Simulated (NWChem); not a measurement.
C₃H₄OS; SMILES C1C(CS1)=O

```xyz
9

O      0.0000     0.0000     2.1609
C      0.0000     0.0000     0.9593
C      0.0000    -1.1766    -0.0252
S      0.0000     0.0000    -1.4632
C      0.0000     1.1766    -0.0252
H     -0.8928    -1.8065     0.0446
H      0.8928    -1.8065     0.0446
H     -0.8928     1.8065     0.0446
H      0.8928     1.8065     0.0446
```
Atoms are numbered in this order, from 1.

Program: NWChem. Pople sets run with spherical d functions. STO-3G and 3-21G are far too small for this property and stand as cheap habits. All runs use the structure optimised with B3LYP/6-31G* (spherical d). B3LYP is NWChem's, with the RPA form of VWN correlation. Field at 589 nm.

For level B3LYP/STO-3G:

| Item | Value |
|---|---|
| isotropic polarisability (bohr³) | 23.9 |
| anisotropy (bohr³) | 15.8 |

Problem. Estimate the same quantities for level B3LYP/6-31G*.

Solution. The isotropic polarisability (bohr³) comes out as 47.4 and the anisotropy (bohr³) is 22.5.
